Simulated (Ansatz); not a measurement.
Stepwise reaction of boron trichloride with methanol, as a gas-phase model of exchange steps in deposition or etching. ΔE in kJ/mol.

Computed with Ansatz on PBE0-D4/def2-TZVP structures; ΔE is electronic, products minus reactants. CCSD(T)/CBS adds triple-zeta CCSD(T) − MP2 to the extrapolated MP2 energy (def2 sets, frozen cores). This one scheme is used for every species. DFT in def2-TZVPP. B3LYP here is the variant with VWN-RPA as its local correlation; programs differ in this. Each species was taken in one conformer, which may not be the lowest.

```csv
step,reaction,PBE-D4,B3LYP-D4,ωB97M-V,CCSD(T)/CBS
2,`COB(Cl)Cl` + CH₃OH → `COB(Cl)OC` + HCl,-42.2,-52.3,-51.7,-51.4
3,`COB(Cl)OC` + CH₃OH → `COB(OC)OC` + HCl,-31.3,-40.7,-39.2,-39.5
```

Give the row of step 1, `ClB(Cl)Cl` + CH₃OH → `COB(Cl)Cl` + HCl. (Estimate.)

Computed: 
```json
{"step": "1", "reaction": "`ClB(Cl)Cl` + CH₃OH → `COB(Cl)Cl` + HCl", "PBE-D4": "-54.9", "B3LYP-D4": "-64.5", "ωB97M-V": "-62.9", "CCSD(T)/CBS": "-62.7"}
```

By hand: ΔE of the 3 steps together at CCSD(T)/CBS.

(-62.7) + (-51.4) + (-39.5) = -153.6 kJ/mol, or -51.2 kJ/mol a step.

In ΔE each step is higher than the one before. All are downhill at CCSD(T)/CBS. PBE-D4 differs from CCSD(T)/CBS by 7.8 to 9.2 kJ/mol a step. Isolated molecules leave out the surface, adducts and barriers. Largest T1 diagnostic: 0.012.
